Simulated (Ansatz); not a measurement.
Gas-phase reaction in SMILES: C[C@H](Cl)CCCl → C[C@H](Cl)[CH]CCl + H atom (the C-H bond at the site shown breaks; other sites are not compared here)
Each molecule is optimised on its own at B3LYP-D3(BJ)/def2-TZVP (Ansatz, a first-principles code), one conformer each, not searched for the lowest.
Geometry of the first species:
```xyz
14

C     -2.3265     0.7480     0.5144
C     -0.9958     0.2045     0.0361
C      0.1046     0.3336     1.0767
C      1.4816    -0.1025     0.6208
Cl     2.1038     0.9384    -0.7235
Cl    -1.1968    -1.5530    -0.4249
H     -2.2255     1.8138     0.7343
H     -3.0951     0.6250    -0.2470
H     -2.6534     0.2373     1.4212
H     -0.6912     0.6879    -0.8893
H     -0.1643    -0.2606     1.9556
H      0.1448     1.3798     1.3929
H      1.4753    -1.1200     0.2408
H      2.2061    -0.0175     1.4261
```
Charge 0, spin multiplicity 1.

Property: bond dissociation energy (electronic energy difference), in kJ/mol. Valence correlation only, unless marked. Open shells are spin-unrestricted. No spin-orbit coupling. No relativistic terms. CBS marks a two-point X^-3 extrapolation of the correlation energy; Hartree-Fock from the larger set.

```csv
level,program,bond dissociation energy (kJ/mol)
r2SCAN-D3(BJ)/def2-TZVPD,Ansatz + dftd3,414.2
```

**Question.** Estimate the value at CCSD(T)/CBS(cc-pV(T+d)Z,cc-pV(Q+d)Z) as computed with Ansatz.

**Answer.** 448.1 kJ/mol
